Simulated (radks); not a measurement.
Nd2+, 58 electrons, occupied as [Xe] 4f3 5d1 (not the ground configuration).

All-electron calculation, Dirac Kohn-Sham, PBE, spin-unpolarised, spherical densities, point nucleus; open shells are shared between the two j in proportion to 2j + 1. Program: a radial shooting solver on a logarithmic mesh with Libxc functionals.

Energy parts (eV):
| part | energy |
|---|---|
| total | -262022.76 |
| kinetic | 282607.76 |
| electron-nucleus | -639137.26 |
| Hartree | 100560.81 |
| exchange-correlation | -6054.08 |

Orbitals (lengths in bohr, moments of r in powers of bohr; <r^-3> diverges for s and p1/2; r(max) is where P^2 peaks):
orbital	occ.	eigenvalue (eV)	<r>	<r^-3>	<r^4>	r(max)
1s1/2	2	-43382.54	0.02363	-	1.526e-06	0.01509
2s1/2	2	-7030.231	0.1005	-	0.0002480	0.08565
2p1/2	2	-6651.528	0.08422	-	0.0001552	0.06509
2p3/2	4	-6131.492	0.09064	7950	0.0001967	0.07053
3s1/2	2	-1541.541	0.2659	-	0.009928	0.2440
3p1/2	2	-1379.935	0.2557	-	0.009166	0.2309
3p3/2	4	-1276.140	0.2681	1633	0.01096	0.2425
3d3/2	4	-994.8906	0.2395	270.0	0.008222	0.1942
3d5/2	6	-972.4635	0.2434	243.8	0.008691	0.1975
4s1/2	2	-322.5688	0.6063	-	0.2502	0.5652
4p1/2	2	-261.5215	0.6224	-	0.2903	0.5726
4p3/2	4	-238.8927	0.6502	357.1	0.3455	0.5974
4d3/2	4	-138.5193	0.6975	49.49	0.5179	0.6129
4d5/2	6	-134.4981	0.7074	44.20	0.5478	0.6210
5s1/2	2	-56.7715	1.447	-	8.111	1.307
5p1/2	2	-40.0138	1.616	-	13.28	1.426
5p3/2	4	-36.7463	1.698	51.09	16.20	1.495
4f5/2	1.28571	-20.2898	0.9843	5.562	4.265	0.6482
4f7/2	1.71429	-19.8331	0.9952	5.396	4.498	0.6528
5d3/2	0.4	-15.2123	2.446	3.703	81.92	1.981
5d5/2	0.6	-14.9174	2.487	3.274	87.29	2.014

The highest occupied level is 5d5/2 at -14.917 eV. The density falls to 0.001 e/bohr^3 at r = 3.82 bohr.
